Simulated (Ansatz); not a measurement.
Stepwise reaction of `[CH3][Bi]([F])[F]` with hydrogen chloride, as a gas-phase model of exchange steps in deposition or etching. ΔE in kJ/mol; ΔG adds harmonic PBE0-D4 terms to CCSD(T)/CBS, at 1 bar.

Program: Ansatz. Geometries: PBE0-D4/def2-TZVP. ΔE: electronic, gas phase. CCSD(T)/CBS adds triple-zeta CCSD(T) − MP2 to the extrapolated MP2 energy (def2 sets, frozen cores). This one scheme is used for every species. Functionals use def2-TZVPP. B3LYP here is the variant with VWN-RPA as its local correlation; programs differ in this. Elements past krypton have def2 core potentials. For Bi outer-core shells are correlated without core-valence functions, which leaves a few kJ/mol of doubt a bond.

```json
{"step": "1", "reaction": "`[CH3][Bi]([F])[F]` + HCl → `[CH3][Bi]([F])[Cl]` + H–F", "PBE-D4": "-34.7", "B3LYP-D4": "-36.1", "ωB97M-V": "-34.7", "CCSD(T)/CBS": "-40.2", "ΔG(400 K)": "-32.4"}
```

Task: Give the row of step 2, `[CH3][Bi]([F])[Cl]` + HCl → `[CH3][Bi]([Cl])[Cl]` + H–F. (Estimate.)

Result: The calculation gave: 
```json
{"step": "2", "reaction": "`[CH3][Bi]([F])[Cl]` + HCl → `[CH3][Bi]([Cl])[Cl]` + H–F", "PBE-D4": "-36.9", "B3LYP-D4": "-38.7", "ωB97M-V": "-37.2", "CCSD(T)/CBS": "-43.5", "ΔG(400 K)": "-36.0"}
```

Task: By hand: ΔE of the 2 steps together at CCSD(T)/CBS.

Result: (-40.2) + (-43.5) = -83.7 kJ/mol, or -41.9 kJ/mol a step.

In ΔE the steps differ by no more than 3.3 kJ/mol. All are downhill at CCSD(T)/CBS. ΔG lies between -36.0 and -32.4 kJ/mol a step. PBE-D4 differs from CCSD(T)/CBS by 5.5 to 6.6 kJ/mol a step. Isolated molecules leave out the surface, adducts and barriers. Largest T1 diagnostic: 0.015.
